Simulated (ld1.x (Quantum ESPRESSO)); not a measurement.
## Debugging a pseudopotential input (S, ld1.x (Quantum ESPRESSO) 7.5)

Command:

```bash
ld1.x < S.in > S.out
```

Input:

```
&input
   title='S', zed=16., rel=3, dft='PBE', iswitch=3,
   config='[Ne] 3s2 3p4',
   nld=2, rlderiv=1.65, eminld=-3.0, emaxld=5.0, deld=0.02
 /
 &inputp
   pseudotype=3, lpaw=.true., tm=.true., lloc=-2, rcloc=1.25,
   nlcc=.true., new_core_ps=.true., rcore=0.65,
   which_augfun='PSQ', rmatch_augfun_nc=.true.,
   file_pseudopw='S.UPF', file_wfcaegen='ae.wfc', file_wfcncgen='nc.wfc', file_beta='beta', file_chi='chi', file_wfcusgen='us.wfc'
 /
4
3S  1  0   2.00   0.00  1.20  1.25  0.0
3S  1  0   0.00   1.15  1.20  1.25  0.0
3P  2  1   4.00   0.00  1.15  1.50  0.0
3P  2  1   0.00   1.95  1.15  1.50  0.0
 &test
   configts(1)='3s2 3p4'
 /
```

This is an input that runs to its end, with one change: rel changed from 1 to 3.

**Question.** How does the run end?

**Answer.** The program refuses the input: "ld1_readin: wrong rel".

```
Program LD1 v.7.5

 %%%%%%%%%%%%%%%%%%%%%%%%%%%%%%%%%%%%%%%%%%%%%%%%%%%%%%%%%%%%%%%%%%%%%%%%%%%%%%
     Error in routine ld1_readin (1):
     wrong rel
 %%%%%%%%%%%%%%%%%%%%%%%%%%%%%%%%%%%%%%%%%%%%%%%%%%%%%%%%%%%%%%%%%%%%%%%%%%%%%%

     stopping ...
```
